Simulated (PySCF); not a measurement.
C₂H₈AlClOSi, singlet, at a GFN2-xTB geometry (such geometries of metal compounds can be far from the true shape), with bond 7-1 at 1.4 times its length; CASSCF(6,6)/STO-3G in PySCF.

PySCF was given this input:
```python
from pyscf import gto, scf, mcscf
import numpy

mol = gto.Mole()
mol.atom = '''
    Si    1.63377355   -0.17845955   -0.54782439
    Cl    2.33370626    0.20869257    1.29641931
    O     0.01968060   -0.11347447   -0.50437302
    Al   -1.66599598   -0.01363180   -0.31827364
    C    -2.52180301   -1.74147973    0.17790867
    C    -2.39834178    1.81373191   -0.61552394
    H     2.28668325    1.27944087   -1.81762940
    H     2.01802939   -1.53432222   -0.92006605
    H    -2.15194734   -2.10217915    1.14292956
    H    -3.60923125   -1.67998841    0.24897958
    H    -2.28385625   -2.52267326   -0.55113845
    H    -2.16245046    2.17472179   -1.62174447
    H    -1.95354828    2.53374109    0.07869893
    H    -3.48159810    1.86995835   -0.49418465
'''
mol.basis = 'sto-3g'
mol.verbose = 4
mol.build()

mf = scf.RHF(mol)
mf.kernel()
mc = mcscf.CASSCF(mf, 6, 6)
mc.fix_spin_(ss=0.0)
mc.kernel()
occ = numpy.linalg.eigvalsh(mc.fcisolver.make_rdm1(mc.ci, mc.ncas, mc.nelecas))[::-1]
ss = mc.fcisolver.spin_square(mc.ci, mc.ncas, mc.nelecas)[0]
print('natural occupations', occ.round(4), ' <S^2>', round(ss, 4))
```

**Question.** Write the output that PySCF gives for this input, abridged.

**Answer.** 
```
PySCF version 2.14.0

[INPUT] verbose = 4
[INPUT] num. atoms = 14
[INPUT] num. electrons = 72
[INPUT] charge = 0
[INPUT] spin (= nelec alpha-beta = 2S) = 0
[INPUT] symmetry False subgroup None
[INPUT] Mole.unit = angstrom
[INPUT] Symbol           X                Y                Z      unit          X                Y                Z       unit  Magmom
[...]
nuclear repulsion = 406.741885115184
number of shells = 32
number of NR pGTOs = 150
number of NR cGTOs = 50
basis = sto-3g
ecp = {}

******** <class 'pyscf.scf.hf.RHF'> ********
method = RHF
initial guess = minao
damping factor = 0
level_shift factor = 0
DIIS = <class 'pyscf.scf.diis.CDIIS'>
diis_start_cycle = 1
diis_space = 8
diis_damp = 0
SCF conv_tol = 1e-09
SCF conv_tol_grad = None
SCF max_cycles = 50
direct_scf = True
direct_scf_tol = 1e-13
Set gradient conv threshold to 3.16228e-05
Initial guess from minao.
init E= -1132.1092751636
[...]
cycle= 1 E= -1132.44140589756  delta_E= -0.332  |g|= 0.566  |ddm|= 4.21
[...]
cycle= 2 E= -1132.55371031316  delta_E= -0.112  |g|= 0.253  |ddm|= 1.22
[...]
cycle= 3 E= -1132.57498504972  delta_E= -0.0213  |g|= 0.0408  |ddm|= 0.393
[...]
cycle= 4 E= -1132.57596619279  delta_E= -0.000981  |g|= 0.00795  |ddm|= 0.0997
[...]
cycle= 5 E= -1132.57600711975  delta_E= -4.09e-05  |g|= 0.00193  |ddm|= 0.0206
[...]
cycle= 6 E= -1132.57601001855  delta_E= -2.9e-06  |g|= 0.000369  |ddm|= 0.0058
[...]
cycle= 7 E= -1132.57601012262  delta_E= -1.04e-07  |g|= 8.54e-05  |ddm|= 0.00106
[...]
cycle= 8 E= -1132.57601012775  delta_E= -5.13e-09  |g|= 2.26e-05  |ddm|= 0.000221
[...]
cycle= 9 E= -1132.57601012822  delta_E= -4.67e-10  |g|= 3.43e-06  |ddm|= 8.36e-05
[...]
Extra cycle  E= -1132.57601012822  delta_E= -5.91e-12  |g|= 1.43e-06  |ddm|= 7.95e-06
converged SCF energy = -1132.57601012822

******** <class 'pyscf.mcscf.mc1step.CASSCF'> ********
CAS (3e+3e, 6o), ncore = 33, nvir = 11
max_cycle_macro = 50
max_cycle_micro = 4
conv_tol = 1e-07
conv_tol_grad = None
orbital rotation max_stepsize = 0.02
orbital rotation threshold for CI restart = 0.01
augmented hessian ah_max_cycle = 30
augmented hessian ah_conv_tol = 1e-12
augmented hessian ah_linear dependence = 1e-14
augmented hessian ah_level shift = 1e-08
augmented hessian ah_start_tol = 2.5
augmented hessian ah_start_cycle = 3
augmented hessian ah_grad_trust_region = 3
kf_trust_region = 3
kf_interval = 4
ci_response_space = 4
ci_grad_trust_region = 3
with_dep4 0
natorb = False
canonicalization = True
sorting_mo_energy = False
ao2mo_level = 2
internal_rotation = False
******** <class 'pyscf.fci.addons.SpinPenaltyFCISolver'> ********
max. cycles = 50
conv_tol = 1e-08
davidson only = True
linear dependence = 1e-12
level shift = 0.001
max iter space = 12
nroots = 1
pspace_size = 400
spin = None
CASCI E = -1132.60010703269  S^2 = 0.0000000
Set conv_tol_grad to 0.000316228
macro iter   1 ( 21 JK    4 micro), CASSCF E = -1132.61770713880  dE = -1.76001061e-02  S^2 = 0.0000000
               |grad[o]|=0.0415  |grad[c]|=0.0329  |ddm|=0.0617  |maxRot[o]|=0.183
macro iter   2 ( 21 JK    4 micro), CASSCF E = -1132.62293219942  dE = -5.22506062e-03  S^2 = 0.0000000
               |grad[o]|=0.0194  |grad[c]|=0.0248  |ddm|=0.0841  |maxRot[o]|=0.168
macro iter   3 ( 21 JK    4 micro), CASSCF E = -1132.62941190455  dE = -6.47970514e-03  S^2 = 0.0000000
               |grad[o]|=0.017  |grad[c]|=0.00713  |ddm|=0.0104  |maxRot[o]|=0.193
macro iter   4 ( 21 JK    4 micro), CASSCF E = -1132.63211871820  dE = -2.70681365e-03  S^2 = 0.0000000
               |grad[o]|=0.0127  |grad[c]|=0.00858  |ddm|=0.00576  |maxRot[o]|=0.292
macro iter   5 ( 21 JK    4 micro), CASSCF E = -1132.63311037693  dE = -9.91658728e-04  S^2 = 0.0000000
               |grad[o]|=0.00982  |grad[c]|=0.00881  |ddm|=0.00235  |maxRot[o]|=0.102
macro iter   6 ( 21 JK    4 micro), CASSCF E = -1132.63341151665  dE = -3.01139726e-04  S^2 = 0.0000000
               |grad[o]|=0.00753  |grad[c]|=0.0123  |ddm|=0.012  |maxRot[o]|=0.0465
[...]
macro iter  32 ( 17 JK    4 micro), CASSCF E = -1132.64086500794  dE = -5.99700580e-04  S^2 = 0.0000000
               |grad[o]|=0.00702  |grad[c]|=0.00298  |ddm|=0.00127  |maxRot[o]|=0.0231
macro iter  33 ( 21 JK    4 micro), CASSCF E = -1132.64093471023  dE = -6.97022899e-05  S^2 = 0.0000000
               |grad[o]|=0.0063  |grad[c]|=0.00766  |ddm|=0.0035  |maxRot[o]|=0.0151
macro iter  34 ( 21 JK    4 micro), CASSCF E = -1132.64088840581  dE =  4.63044196e-05  S^2 = 0.0000000
               |grad[o]|=0.00592  |grad[c]|=0.0158  |ddm|=0.00937  |maxRot[o]|=0.0142
macro iter  35 ( 17 JK    4 micro), CASSCF E = -1132.64138714142  dE = -4.98735611e-04  S^2 = 0.0000000
               |grad[o]|=0.00636  |grad[c]|=0.00263  |ddm|=0.00117  |maxRot[o]|=0.0216
macro iter  36 ( 21 JK    4 micro), CASSCF E = -1132.64142096725  dE = -3.38258264e-05  S^2 = 0.0000000
               |grad[o]|=0.00566  |grad[c]|=0.00723  |ddm|=0.00364  |maxRot[o]|=0.0086
macro iter  37 ( 21 JK    4 micro), CASSCF E = -1132.64137044334  dE =  5.05239075e-05  S^2 = 0.0000000
               |grad[o]|=0.00543  |grad[c]|=0.0155  |ddm|=0.00928  |maxRot[o]|=0.0142
macro iter  38 ( 17 JK    4 micro), CASSCF E = -1132.64177920871  dE = -4.08765368e-04  S^2 = 0.0000000
               |grad[o]|=0.00592  |grad[c]|=0.00235  |ddm|=0.00097  |maxRot[o]|=0.0192
macro iter  39 ( 21 JK    4 micro), CASSCF E = -1132.64180746551  dE = -2.82568028e-05  S^2 = 0.0000000
               |grad[o]|=0.00524  |grad[c]|=0.00706  |ddm|=0.00362  |maxRot[o]|=0.00675
macro iter  40 ( 21 JK    4 micro), CASSCF E = -1132.64175647243  dE =  5.09930846e-05  S^2 = 0.0000000
               |grad[o]|=0.00503  |grad[c]|=0.0154  |ddm|=0.00914  |maxRot[o]|=0.0141
macro iter  41 ( 17 JK    4 micro), CASSCF E = -1132.64211883384  dE = -3.62361413e-04  S^2 = 0.0000000
               |grad[o]|=0.00553  |grad[c]|=0.00228  |ddm|=0.000893  |maxRot[o]|=0.0184
macro iter  42 ( 21 JK    4 micro), CASSCF E = -1132.64214447229  dE = -2.56384460e-05  S^2 = 0.0000000
               |grad[o]|=0.00485  |grad[c]|=0.00697  |ddm|=0.00356  |maxRot[o]|=0.00667
macro iter  43 ( 21 JK    4 micro), CASSCF E = -1132.64209440426  dE =  5.00680305e-05  S^2 = 0.0000000
               |grad[o]|=0.00462  |grad[c]|=0.0154  |ddm|=0.00899  |maxRot[o]|=0.0143
macro iter  44 ( 21 JK    4 micro), CASSCF E = -1132.64264067087  dE = -5.46266608e-04  S^2 = 0.0000000
               |grad[o]|=0.00515  |grad[c]|=0.00223  |ddm|=0.000856  |maxRot[o]|=0.0321
macro iter  45 ( 21 JK    4 micro), CASSCF E = -1132.64266066993  dE = -1.99990604e-05  S^2 = 0.0000000
               |grad[o]|=0.004  |grad[c]|=0.00702  |ddm|=0.0036  |maxRot[o]|=0.00458
macro iter  46 (  7 JK    2 micro), CASSCF E = -1132.64322560949  dE = -5.64939569e-04  S^2 = 0.0000000
               |grad[o]|=0.00383  |grad[c]|=0.0104  |ddm|=0.00635  |maxRot[o]|=0.0468
macro iter  47 (  7 JK    2 micro), CASSCF E = -1132.64359586137  dE = -3.70251879e-04  S^2 = 0.0000000
               |grad[o]|=0.00247  |grad[c]|=0.0159  |ddm|=0.00932  |maxRot[o]|=0.0571
macro iter  48 ( 12 JK    4 micro), CASSCF E = -1132.64363667837  dE = -4.08169938e-05  S^2 = 0.0000000
               |grad[o]|=0.000962  |grad[c]|=0.0021  |ddm|=0.00122  |maxRot[o]|=0.018
macro iter  49 ( 14 JK    4 micro), CASSCF E = -1132.64363942700  dE = -2.74862987e-06  S^2 = 0.0000000
               |grad[o]|=0.000383  |grad[c]|=0.000674  |ddm|=0.000473  |maxRot[o]|=0.00325
macro iter  50 (  3 JK    1 micro), CASSCF E = -1132.64364286510  dE = -3.43810166e-06  S^2 = 0.0000000
               |grad[o]|=0.000248  |grad[c]|=0.000686  |ddm|=0.000263  |maxRot[o]|=0.00704
1-step CASSCF not converged,  50 macro (950 JK 191 micro) steps
CASSCF canonicalization
Density matrix diagonal elements [1.96783335 1.96708709 1.90377563 0.12204967 0.01519288 0.02406138]
CASSCF energy = -1132.64364286510
CASCI E = -1132.64364286510  E(CI) = -6.69218035116410  S^2 = 0.0000000
natural occupations [1.9858 1.9765 1.8778 0.1226 0.0233 0.014 ]  <S^2> 0.0
```

The run did not converge; its last values are not results.
